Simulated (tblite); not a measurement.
Compound: C8H6FN (charge -1 and doublet state).
InChI=1S/C8H6FN/c1-6-7(5-10)3-2-4-8(6)9/h2-4H,1H3/q-1

Level: GFN2-xTB in tblite, geometry and Hessian alike; calculated harmonic values, unscaled, isolated species. Errors from tens to a few hundred cm⁻¹ against measured bands are possible. Open shells enter through the occupations alone, without spin polarisation, and single modes of such species can be off by tens of per cent.

Harmonic wavenumbers (cm⁻¹): 81.2, 94.7, 135.9, 186.9, 204.7, 275.5, 373.7, 377.5, 411.5, 431.6, 477.3, 487.6, 564.2, 566.4, 622.4, 655.4, 773.4, 797.5, 872.9, 885.9, 1035.5, 1051.3, 1081.4, 1112.5, 1186.7, 1206.4, 1246.4, 1314.1, 1373.6, 1405.8, 1410.2, 1483.1, 1496.4, 1523.8, 1639.6, 2242.9, 2939.1, 2964.9, 2997.8, 3012.5, 3026.0, 3083.5.

A = 2210, B = 1167, C = 767.2 MHz; mass 135.048 u (most abundant isotopes); point group Cs, symmetry number 1; spin multiplicity 2.

Question: Zero-point energy?

Answer: Half the sum of the wavenumbers: 24555 cm⁻¹ = 293.74 kJ/mol.

Question: What is S at 273.15 K and 1 bar for an ideal gas of classical rigid rotors and harmonic oscillators?

Answer: Translation 168.22, rotation 122.23, vibration 92.63, spin (R ln 2) 5.76: S = 388.8 J/(mol K).

Question: And Cp and H(273.15 K) − H(0)?

Answer: Cp = 144.11 J/(mol K), of which vibrations give 110.86 (their classical limit is 42 R = 349.2); H(273.15 K) − H(0) = 23.59 kJ/mol without the zero-point energy, 14.50 from vibrations.

Question: Which modes carry the vibrational entropy at 273.15 K?

Answer: 81.2 cm⁻¹: 15.44; 94.7 cm⁻¹: 14.18; 135.9 cm⁻¹: 11.27; 186.9 cm⁻¹: 8.77; 204.7 cm⁻¹: 8.08; 275.5 cm⁻¹: 5.91 J/(mol K); the other 36 give 28.97 together.

Question: Blend soft modes into free rotors: weight 1/[1 + (100 cm⁻¹/ν̃)⁴] for the oscillator and the rest for a rotor with moment μB/(μ + B), μ = h/(8π²ν), B = 10⁻⁴⁴ kg m². What vibrational entropy results?

Answer: 89.13 J/(mol K) in place of 92.63, which changes −T·S at 273.15 K by +0.95 kJ/mol.

Question: How do the functions run with temperature in this model?

Answer: 
```tsv
T (K)	S (J/(mol K))	Cp (J/(mol K))	H − H(0) (kJ/mol)	G − H(0) (kJ/mol)	ln q(vib)
50	246.1	48.1	1.90	-10.41	0.20
100	286.3	70.4	4.87	-23.77	0.98
298.15	401.9	153.7	27.31	-92.51	5.34
373.15	439.3	180.6	39.87	-124.07	7.12
500	497.7	218.6	65.29	-183.56	10.11
750	596.9	270.0	126.90	-320.80	15.78
1000	679.3	302.0	198.69	-480.63	20.99
```

q(vib) and H(0) count from the zero-point level.

Hindered rotation and anharmonicity are outside this model.
